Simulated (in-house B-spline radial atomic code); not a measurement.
A calculation on S3+ (an excited or competing configuration): its settings, and results tabulated from the run. Method: scalar-relativistic (X2C) BHandHLYP, spin-polarised, spherical fractional occupations, Fermi nucleus of rms radius 3.2611 fm. Calculated with an all-electron radial atomic-structure program (B-spline basis).

In the input, 3d5,1 would mean five up and one down electron.

Command:
```bash
python run_scf.py task.json out
```
Settings (nuclear radius in fm, mass in u):
```
Z                16
configuration    1s2 2s2 2p6 3s2 4p0,1
hamiltonian      x2c
method           bhandhlyp
spin_polarised   True
nucleus          fermi
rms_radius       3.2611
atomic_mass      31.97207
speed_of_light   137.035999084
```

Output (hartree, bohr):
```
 radial grid: 71 intervals, B-splines of order 8, outer radius 28.1081 bohr

 iter        energy (Eh)    residual
    1        -394.313627    2.62e-01
    2        -395.612242    1.04e-01
    3        -395.705857    3.69e-02
    4        -395.717810    1.30e-02
    5        -395.719384    3.86e-03
    6        -395.719536    1.34e-04
    7        -395.719536    1.23e-05
    8        -395.719536    6.55e-07
    9        -395.719536    7.66e-08

 total energy                      -395.71954
 kinetic                             397.5195
 electron-nucleus                   -921.0214
 Hartree                             152.0671
 exact exchange                      -11.8483
 exchange-correlation                -12.4365

 orbital      occ     eigenvalue          <r>       <r^2>       <1/r>       <r^4>       r_max
 1s up      1.000       -92.3325    0.0965941   0.0125696     15.7529 0.000409811      0.0631
 1s down    1.000       -92.3356    0.0965966   0.0125703     15.7526 0.000409866      0.0631
 2s up      1.000       -10.2974     0.474407    0.267237     3.10037    0.128134      0.3866
 2s down    1.000       -10.3003     0.474424    0.267278     3.10059    0.128223      0.3865
 2p up      3.000        -8.1031     0.439259    0.240359     2.97138    0.122765      0.3253
 2p down    3.000        -8.1075     0.439172     0.24028     2.97205    0.122723      0.3252
 3s up      1.000        -2.2385      1.48625      2.5185    0.926345     9.77793       1.311
 3s down    1.000        -2.2448      1.47913     2.49358    0.931231      9.5811       1.308
 4p down    1.000        -0.6572        3.804     16.2899    0.358161     375.696       3.637
```

Time taken, with all properties: 0.12 s on 1 thread of Arm Neoverse V2 (shared host).

Caution: exact exchange at fractional occupations of open shells leaves self-interaction of up to several eV.
